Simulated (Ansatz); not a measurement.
Born–Oppenheimer molecular dynamics of BCl2H6NO2 (12 atoms, charge 0, multiplicity 1). It starts from a rough guess of a transition structure, not a stationary point.

Level of theory: Ansatz 0.2.0, UHF/6-31G.

- ensemble: NVE (velocity Verlet)
- time step: 0.5 fs
- steps asked: 116
- starting velocities drawn for: 300 K
- seed: 711724

Frames 1 fs apart, positions in Å.

Velocities at 15.0 fs (Å/ps):

```
B 9.91 12.65 26.43
N -4.22 6.37 -1.66
Cl 3.97 0.86 -2.95
Cl -6.19 -2.13 0.73
H 45.24 -47.71 9.88
O -0.96 -17.90 -3.56
H -4.21 13.01 -13.55
O 5.57 7.51 -4.82
H -20.77 18.82 -13.95
H -35.55 -3.06 -41.46
H -10.34 13.60 -49.61
H -17.12 -9.14 59.39
```

```xyz
12
Properties=species:S:1:pos:R:3 time_fs=15.0 energy_less_start_eV=-1.497 T=1455
B -0.714 0.084 -0.594
N 0.037 -1.137 0.015
Cl 0.014 0.289 -2.463
Cl -2.666 -0.427 -0.842
H 1.106 1.449 0.810
O -0.562 1.240 0.077
H 0.769 -0.609 0.859
O 1.502 0.615 1.080
H 0.633 -1.568 -0.626
H -0.583 -1.763 0.554
H -1.265 1.698 0.527
H 2.461 0.771 1.272
12
Properties=species:S:1:pos:R:3 time_fs=16.0 energy_less_start_eV=-1.391 T=1374
B -0.705 0.096 -0.569
N 0.033 -1.131 0.015
Cl 0.018 0.290 -2.466
Cl -2.672 -0.429 -0.841
H 1.147 1.402 0.818
O -0.563 1.223 0.074
H 0.756 -0.600 0.831
O 1.509 0.622 1.076
H 0.614 -1.555 -0.644
H -0.615 -1.765 0.506
H -1.275 1.711 0.475
H 2.436 0.758 1.330
12
Properties=species:S:1:pos:R:3 time_fs=17.0 energy_less_start_eV=-1.337 T=1335
B -0.697 0.104 -0.548
N 0.029 -1.123 0.018
Cl 0.022 0.290 -2.469
Cl -2.678 -0.431 -0.840
H 1.165 1.382 0.812
O -0.565 1.208 0.073
H 0.725 -0.603 0.776
O 1.518 0.628 1.073
H 0.600 -1.552 -0.672
H -0.638 -1.763 0.449
H -1.285 1.724 0.419
H 2.402 0.740 1.387
12
Properties=species:S:1:pos:R:3 time_fs=18.0 energy_less_start_eV=-1.479 T=1437
B -0.690 0.109 -0.532
N 0.026 -1.114 0.024
Cl 0.025 0.291 -2.471
Cl -2.683 -0.433 -0.839
H 1.158 1.407 0.788
O -0.567 1.196 0.074
H 0.680 -0.619 0.704
O 1.530 0.632 1.072
H 0.586 -1.554 -0.703
H -0.654 -1.759 0.388
H -1.292 1.737 0.358
H 2.371 0.718 1.446
12
Properties=species:S:1:pos:R:3 time_fs=19.0 energy_less_start_eV=-1.283 T=1284
B -0.686 0.109 -0.522
N 0.023 -1.106 0.029
Cl 0.029 0.292 -2.473
Cl -2.689 -0.435 -0.838
H 1.136 1.456 0.754
O -0.569 1.189 0.078
H 0.631 -0.646 0.629
O 1.543 0.634 1.071
H 0.568 -1.556 -0.729
H -0.666 -1.756 0.330
H -1.299 1.752 0.295
H 2.353 0.698 1.510
12
Properties=species:S:1:pos:R:3 time_fs=20.0 energy_less_start_eV=-0.755 T=889
B -0.684 0.104 -0.518
N 0.020 -1.099 0.032
Cl 0.033 0.292 -2.475
Cl -2.694 -0.437 -0.836
H 1.119 1.498 0.724
O -0.572 1.185 0.084
H 0.601 -0.672 0.579
O 1.555 0.636 1.070
H 0.544 -1.553 -0.745
H -0.677 -1.757 0.281
H -1.304 1.770 0.231
H 2.346 0.681 1.580
12
Properties=species:S:1:pos:R:3 time_fs=21.0 energy_less_start_eV=-0.792 T=915
B -0.684 0.094 -0.520
N 0.015 -1.094 0.030
Cl 0.037 0.293 -2.477
Cl -2.699 -0.439 -0.835
H 1.117 1.514 0.706
O -0.575 1.186 0.093
H 0.615 -0.679 0.582
O 1.567 0.640 1.069
H 0.514 -1.544 -0.751
H -0.688 -1.761 0.246
H -1.307 1.790 0.164
H 2.342 0.669 1.649
12
Properties=species:S:1:pos:R:3 time_fs=22.0 energy_less_start_eV=-1.294 T=1294
B -0.687 0.080 -0.528
N 0.007 -1.093 0.024
Cl 0.041 0.294 -2.479
Cl -2.703 -0.441 -0.833
H 1.133 1.502 0.704
O -0.578 1.191 0.104
H 0.669 -0.672 0.634
O 1.578 0.645 1.067
H 0.484 -1.529 -0.749
H -0.698 -1.769 0.227
H -1.307 1.811 0.096
H 2.329 0.663 1.711
12
Properties=species:S:1:pos:R:3 time_fs=23.0 energy_less_start_eV=-1.545 T=1489
B -0.691 0.065 -0.541
N 0.000 -1.093 0.016
Cl 0.045 0.294 -2.481
Cl -2.707 -0.442 -0.831
H 1.164 1.464 0.717
O -0.582 1.198 0.117
H 0.734 -0.666 0.705
O 1.590 0.651 1.066
H 0.460 -1.513 -0.745
H -0.707 -1.778 0.225
H -1.302 1.832 0.028
H 2.301 0.664 1.758
12
Properties=species:S:1:pos:R:3 time_fs=24.0 energy_less_start_eV=-1.455 T=1421
B -0.699 0.049 -0.558
N -0.007 -1.093 0.008
Cl 0.049 0.295 -2.482
Cl -2.711 -0.444 -0.830
H 1.202 1.417 0.739
O -0.587 1.208 0.131
H 0.786 -0.669 0.770
O 1.603 0.656 1.066
H 0.448 -1.502 -0.749
H -0.713 -1.788 0.238
H -1.290 1.851 -0.039
H 2.258 0.672 1.788
12
Properties=species:S:1:pos:R:3 time_fs=25.0 energy_less_start_eV=-1.228 T=1251
B -0.708 0.035 -0.577
N -0.013 -1.095 0.002
Cl 0.052 0.295 -2.483
Cl -2.714 -0.446 -0.828
H 1.231 1.388 0.757
O -0.592 1.219 0.145
H 0.816 -0.680 0.816
O 1.618 0.660 1.067
H 0.451 -1.500 -0.762
H -0.713 -1.794 0.262
H -1.270 1.866 -0.104
H 2.206 0.688 1.806
12
Properties=species:S:1:pos:R:3 time_fs=26.0 energy_less_start_eV=-1.259 T=1274
B -0.719 0.022 -0.599
N -0.018 -1.098 -0.002
Cl 0.056 0.295 -2.484
Cl -2.718 -0.447 -0.826
H 1.238 1.399 0.761
O -0.599 1.231 0.159
H 0.820 -0.697 0.835
O 1.635 0.661 1.069
H 0.467 -1.505 -0.781
H -0.705 -1.796 0.294
H -1.241 1.879 -0.164
H 2.154 0.710 1.824
```

Of the whole run (58 fs, mean temperature of the second half 1222 K): The conserved energy stayed within 1.8 meV per atom of its start (net change -0.61 meV per atom), so the integration is sound. The system heated up, since it started high on the potential surface and ran downhill. A run of 0.058 ps of so small a system gives no equilibrium averages. The orbitals stay closed-shell, which can raise the energy where a bond breaks towards radicals; this wasn't checked here. Limits of this set-up: no polarisation functions.

Time of the run: 16 min on 1 CPU thread of a shared host.
